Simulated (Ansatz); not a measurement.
SbMe2Cl (C₂H₆ClSb). Total charge 0; singlet. Geometry PBE-D4/def2-SVP, basis def2-TZVP, Ansatz.

| run | HOMO (eV) | LUMO (eV) |
| --- | --- | --- |
| A | -6.94 | -1.56 |
| B | -6.07 | -2.11 |
| C | -9.42 | 1.76 |
| D | -6.32 | -1.94 |
| E | -6.01 | -2.02 |
| F | -7.12 | -1.33 |

In the def2 sets Sb takes a core potential; there is no spin–orbit coupling. B3LYP takes the VWN-RPA correlation.

**Question.** The runs used B3LYP, HF, PBE, PBE0, r2SCAN, revPBE. Estimate which is which.

**Answer.** A B3LYP (20 % exact exchange); B PBE (0 % exact exchange); C HF (100 % exact exchange); D r2SCAN (0 % exact exchange); E revPBE (0 % exact exchange); F PBE0 (25 % exact exchange). Exact exchange lowers occupied and raises empty levels; among semilocal functionals meta-GGAs tend to open the gap a little, and such runs are hard to tell apart. The gap grows from 3.95 eV (PBE) to 11.18 eV (HF).
